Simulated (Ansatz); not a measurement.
Harmonic frequencies (cm⁻¹) at PBE0-D4/def2-TZVP from Ansatz: 40, 70, 88, 109, 140, 277, 334, 451, 496, 547, 706, 738, 1001, 1016, 1047, 1199, 1269, 1432, 1447, 1448, 1648, 3067, 3116, 3152, 3159, 3171, 3204.

Each molecule was computed in one conformer, which needn't be the lowest.

Problem. Which molecule is it?
A. `CC[O][InH][Cl]`
B. `[CH3][In]([NH2])[Br]`
C. `C=[CH][In]([CH3])[Cl]`
D. `C=C[CH2][InH][Cl]`

Solution. C.
